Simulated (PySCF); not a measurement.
C2H6O3Si, SMILES O1C[Si](O)(C1)O.

Geometry: r2SCAN-D4/def2-SVP. This is a generated structure with no PubChem entry under its InChIKey; it may be hypothetical. The values are those of a single conformer.

Two levels are set side by side: TDA-PBE/def2-SVPD (PySCF) and TDA-CAM-B3LYP/def2-SVPD (PySCF). Vertical, same geometry. The lowest singlet is HOMO→LUMO 99 % with PBE and HOMO→LUMO 61 %, HOMO→LUMO+1 24 %, HOMO→LUMO+2 11 % with the other functional; states are paired by order. Differences are taken from unrounded values.

```json
[
 {"quantity": "lowest singlet excitation (eV)", "TDA-CAM-B3LYP": "6.67"},
 {"quantity": "lowest triplet excitation (TDA) (eV)", "TDA-CAM-B3LYP": "6.37"}
]
```

**Question.** What does TDA-PBE give, and how far is it from TDA-CAM-B3LYP? (Estimate from the structure and the level; the computed values follow.)

**Answer.** 
```
quantity                              TDA-PBE  TDA-PBE minus TDA-CAM-B3LYP
------------------------------------  -------  ---------------------------
lowest singlet excitation (eV)           5.06                        -1.60
lowest triplet excitation (TDA) (eV)     4.98                        -1.39
```

A lower first singlet is the usual sign of a functional without exact exchange. Differences between two approximate levels are no errors against the true value.

Rough cost on one machine, each run with all the roots and properties that it gave: TDA-CAM-B3LYP against TDA-PBE about 4 times.
